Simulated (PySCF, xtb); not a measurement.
FGeH6NSi, SMILES F[SiH2][NH][GeH3]. One conformer was computed; it need not be the lowest.

Harmonic wavenumbers (cm⁻¹) from GFN2-xTB (xtb) at its own minimum, in rising order: 50, 95, 126, 199, 276, 528, 534, 541, 582, 630, 729, 764, 795, 812, 818, 849, 942, 1141, 1951, 2029, 2076, 2276, 2327, 3443.

**Question.** What does PBE-D3(BJ)/def2-SVP run with PySCF give at its own minimum? (The exact figures need the calculation; the answer reports its results.)

**Answer.** 58, 73, 169, 290, 382, 508, 560, 612, 722, 785, 807, 826, 835, 861, 891, 922, 952, 1145, 2068, 2079, 2112, 2190, 2206, 3507. Paired by order, the mean absolute difference is 64 cm⁻¹ and the zero-point energies are 35.0 and 36.5 kcal/mol.
